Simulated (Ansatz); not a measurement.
The multiplicity is imposed and other spin states were not computed.

Species: [Ir(NH3)4]2+ (charge 2, multiplicity 2).

Give a relaxed geometry from PBE-D3(BJ)/def2-SVP run with Ansatz (a program for electronic structure).

the end point of this relaxation.
Cartesian coordinates (Å) in one orientation:
```xyz
17

Ir     0.000     0.000     0.000
N      1.032    -0.783     1.690
H      0.618    -1.642     2.093
H      1.081    -0.120     2.485
H      2.014    -1.049     1.492
N     -1.618    -1.333     0.370
H     -1.948    -1.326     1.353
H     -1.390    -2.324     0.164
H     -2.473    -1.144    -0.181
N      1.623     1.325    -0.378
H      2.326     1.379     0.381
H      1.334     2.310    -0.521
H      2.171     1.073    -1.222
N     -1.038     0.792    -1.682
H     -0.471     1.407    -2.293
H     -1.860     1.368    -1.423
H     -1.402     0.067    -2.327
```
